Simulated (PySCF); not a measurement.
This script is equivalent to a calculation on P (phosphorus, neutral).

```python
from pyscf import gto, scf, dft, mp, cc
import basis_set_exchange as bse
mol = gto.M(atom="P 0 0 0", charge=0, spin=3, symmetry="D2h",
            basis=gto.basis.parse(bse.get_basis("aug-cc-pV(Q+d)Z", elements=["P"], fmt="nwchem")))
mf = dft.UKS(mol, xc="R2SCAN")
mf.irrep_nelec = {'Ag': (3, 3), 'B1u': (2, 1), 'B2u': (2, 1), 'B3u': (2, 1)}
mf.kernel()
```

What total energy does it give?

-341.246 hartree (calculated).

Which occupied shell lies highest, and where?

3p α, at -6.694 eV.

What is ⟨S²⟩, and what would a pure spin state give?

3.750, against 3.75.
